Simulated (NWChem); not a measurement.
ZnF cation; SMILES [F][Zn+]

```xyz
2

Zn     0.0000     0.0000    -0.3923
F      0.0000     0.0000     1.3267
```
Atoms are numbered in this order, from 1.

The geometry was optimised at PBE0/def2-SVP.

### Question
List the 4 lowest vertical singlet excitations from B3LYP/def2-SVPD, TDA (NWChem).

### Answer
```tsv
state	energy (eV)	oscillator strength	leading excitation (squared amplitude)
S1	3.07	0.006	HOMO → LUMO (1.00)
S2	3.07	0.006	HOMO−1 → LUMO (1.00)
S3	5.47	0.128	HOMO−2 → LUMO (0.85)
S4	8.32	0.000	HOMO−1 → LUMO+2 (0.50)
```
